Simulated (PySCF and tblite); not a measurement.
Values are calculated unless marked as measured or tabulated.
System: C4H8Se, numbered as in [CH2:1]1[CH2:2][CH2:3][Se:4][CH2:5]1.

For the inversion of the 5-membered ring (1–2–3–4–5): electronic barrier 3.52 kcal/mol, zero-point change -0.12 kcal/mol, thermal and entropy terms at 200 K a further 0.16 kcal/mol (symmetry numbers apart). The minimum is C2, the saddle Cs. The path came from a restrained scan, a climbing-image band and a saddle search at GFN2-xTB; energies are revPBE/pcSseg-1 + D3(BJ), IEF-PCM water//PBE0-D3(BJ)/def2-SVP, thermal terms GFN2-xTB. Rates follow Eyring's equation with the number of equivalent paths and no tunnelling. Run with tblite and PySCF.

Q: How many equivalent paths lead out of the minimum?

A: 2: the symmetry number of the minimum is 2, that of the saddle displaced along its mode 1.

Q: Work out the rate at 200 K.

A: ΔG‡ = 3.56 kcal/mol; k_B T/h = 4.2×10¹² s⁻¹; exp(−ΔG‡/RT) = 0.00013; times 2 gives k = 1.1×10⁹ s⁻¹. Wigner's tunnelling factor for the 72i cm⁻¹ mode would be 1.01.

Spin–orbit effects of heavy atoms on shieldings are missing.
